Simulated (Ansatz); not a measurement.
Consider the cleavage of the Si–Si bond: `CO[SiH2][SiH2]O` + `[SH][GeH3]` → `CO[SiH2][S][GeH3]` + `O[SiH3]`.

Computed with Ansatz on PBE0-D4/def2-TZVP structures; ΔE is electronic, products minus reactants. CBS: MP2 limit from def2 TZ/QZ plus the TZ coupled-cluster correction, frozen cores. Functionals use def2-TZVPP. For Ge outer-core shells are correlated without core-valence functions, which leaves a few kJ/mol of doubt a bond. Scalar relativity is left out up to krypton. One conformer a species, not always the lowest.

| level | ΔE (eV) |
| --- | --- |
| PBE0 | -0.79 |
| CCSD/CBS(def2) | -0.92 |

Task: What does CCSD(T)/CBS give? (Estimate.)

Result: Ansatz gave: -0.93 eV. The listed levels differ from it by 0.14, 0.01 eV.

Largest T1 diagnostic among the species: 0.012.

The D4 term adds −0.08 eV with B3LYP and −0.04 eV with PBE0; it sums over pairs of atoms, weighted by their polarisabilities, and B3LYP, whose exchange is more repulsive, gets the larger term. From PBE to PBE0 (25 % exact exchange), in def2-TZVPP and without D4, ΔE moves by −0.06 eV.

B3LYP here is the variant with VWN-RPA as its local correlation; programs differ in this.
